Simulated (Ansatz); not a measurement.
Ansatz (a first-principles code) input (CCSD(T)/aug-cc-pV(D+d)Z):
A basis named .json is the Basis Set Exchange file of that set.

Ansatz 0.2 input:
```yaml
crystal:
  periodic: [false, false, false]
  atoms:
    - {symbol: Si, position_ang: [-0.42068554, -0.05904390, 0.53337079]}
    - {symbol: C, position_ang: [-2.13385605, -0.22310219, 0.36944017]}
    - {symbol: Cl, position_ang: [0.66877584, -1.55675386, -0.53117723]}
    - {symbol: Cl, position_ang: [0.73970422, 1.69393726, -0.18099865]}
    - {symbol: H, position_ang: [0.10769728, -0.08683472, 1.91887008]}
    - {symbol: H, position_ang: [-2.75415953, 0.29037943, 1.10154202]}
    - {symbol: H, position_ang: [-2.60496469, -0.37043492, -0.59725396]}
basis:
  gaussian:
    orbitals: aug-cc-pV_D+d_Z.json
total_charge: -1
magnetization: {spin_polarized: false}
correlation: {method: ccsd_t, electrons: outside_noble_gas}
output: {forces: true}
```

End of the output:

```
mean field evaluation 16: about -33947.8714 eV, gradient 3.1e1 eV
mean field -33950.74074384 eV, -1247.6667096976 hartree, gradient 3.0e-6 eV, S^2 0.000000; 0 other end points of the search recorded, 0 dependent functions left out
16 core orbitals not correlated
reference -33950.74074384 eV, -1247.6667096976 hartree; 13, 13 occupied and 117, 117 virtual orbitals, 1437 factors
densities: 1.87 GiB planned
second order -15.45229720 eV of doubles, -0.00000000 eV of singles
coupled cluster: 1.02 GiB planned
cycle   1  -16.28202771 eV  change   -8.3e-1 eV  update   8.8e-2
cycle   2  -16.63455610 eV  change   -3.5e-1 eV  update   2.6e-2
cycle   3  -16.70701397 eV  change   -7.2e-2 eV  update   1.3e-2
cycle   4  -16.70477202 eV  change    2.2e-3 eV  update   3.5e-3
cycle   5  -16.70330510 eV  change    1.5e-3 eV  update   1.9e-3
cycle   6  -16.70325407 eV  change    5.1e-5 eV  update   7.7e-4
cycle   7  -16.70333219 eV  change   -7.8e-5 eV  update   3.1e-4
cycle   8  -16.70339162 eV  change   -5.9e-5 eV  update   1.2e-4
cycle   9  -16.70340440 eV  change   -1.3e-5 eV  update   3.9e-5
cycle  10  -16.70338868 eV  change    1.6e-5 eV  update   1.6e-5
cycle  11  -16.70338418 eV  change    4.5e-6 eV  update   8.1e-6
cycle  12  -16.70338736 eV  change   -3.2e-6 eV  update   3.8e-6
perturbative correction -0.59350311 eV, -0.0218108369 hartree
the calculation of the forces begins
Total energy: -33968.03763431 eV, -1248.3023586982 hartree
Atom 0 at    -0.420686    -0.059044     0.533371 Å, force     0.424888     0.110385     0.131398 eV/Å
Atom 1 at    -2.133856    -0.223102     0.369440 Å, force    -0.148894    -0.225052     0.047803 eV/Å
Atom 2 at     0.668776    -1.556754    -0.531177 Å, force     0.126108    -0.165949    -0.125607 eV/Å
Atom 3 at     0.739704     1.693937    -0.180999 Å, force     0.094287     0.116884    -0.041852 eV/Å
Atom 4 at     0.107697    -0.086835     1.918870 Å, force     0.047909     0.008918     0.107071 eV/Å
Atom 5 at    -2.754160     0.290379     1.101542 Å, force    -0.301974     0.251320     0.383435 eV/Å
Atom 6 at    -2.604965    -0.370435    -0.597254 Å, force    -0.242324    -0.096506    -0.502250 eV/Å
Dipole moment:     0.436044     0.016142    -0.056281 e Å
```

It need not be the lowest isomer of its formula. Whether it binds its extra electron was not tested at this geometry.
